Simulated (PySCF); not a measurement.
Fill in the blanks.

Cu(PH3)F (singlet state).
SMILES: `[F][Cu]<-[PH3]`

```json
{"property": "point group", "level": "PBE0-D3(BJ)/def2-SVP", "value": "C3v"}
{"property": "rotational constants A, B, C", "level": "PBE0-D3(BJ)/def2-SVP", "value": "109.337, 2.383, 2.383 GHz"}
{"property": "dipole moment", "level": "CAM-B3LYP/def2-SVPD", "value": "?"}
{"property": "HOMO energy", "level": "CAM-B3LYP/def2-SVPD", "value": "?"}
{"property": "LUMO energy", "level": "CAM-B3LYP/def2-SVPD", "value": "0.10 eV"}
{"property": "lowest singlet excitation", "level": "TDDFT CAM-B3LYP/def2-SVPD", "value": "5.21 eV (238 nm, f = 0.088 summed over 2 states within 0.01 eV)"}
{"property": "lowest triplet excitation (Tamm–Dancoff)", "level": "TDA CAM-B3LYP/def2-SVPD", "value": "4.79 eV"}
{"property": "static isotropic polarisability", "level": "CAM-B3LYP/def2-SVPD", "value": "47.4 au"}
{"property": "electronic spatial extent ⟨r²⟩ about the centre of nuclear charge", "level": "CAM-B3LYP/def2-SVPD", "value": "?"}
{"property": "1H chemical shifts (computed TMS as zero) by class", "level": "GIAO B3LYP/pcSseg-1 (pcSseg-2 on Cu)", "value": "3.64 (3 H) ppm"}
{"property": "core binding energies", "level": "ΔSCF SCAN, pcX-2 on the ionised atom (unc-x2c-TZVPall on a metal), pcseg-1 elsewhere, spin-free X2C, 2p3/2 from a spin–orbit splitting computed afterwards within the 2p shell", "value": "P2p3/2 138.5, F1s 688.6, Cu2p3/2 938.7, P1s 2152.1 eV"}
```

Gas-phase values; electronic properties from PySCF, density fitting. Isolated species at its PBE0-D3(BJ)/def2-SVP geometry, gas phase. Metal 2p energies of this one-determinant scheme are less reliable than its 1s energies.

Task: What is the HOMO energy?

Result: -8.82 eV.

Task: Give the dipole moment.

Result: 7.67 D.

Task: What is the electronic spatial extent ⟨r²⟩ about the centre of nuclear charge?

Result: 483 bohr².

The 15 singlets span 5.21 to 6.64 eV, and their oscillator strengths add up to 0.26. The rotational constants are those of a prolate symmetric top. The vertical singlet–triplet gap S1 − T1 is 0.42 eV (TDDFT singlet less Tamm–Dancoff triplet). Point group C3v permits a dipole; with 7.67 D the species has a pure rotational spectrum.

For the NMR shielding job (B3LYP/pcSseg-1 (pcSseg-2 on Cu)), time: 6.6 s wall. Hardware: one thread of an Arm Neoverse V1 (shared host).
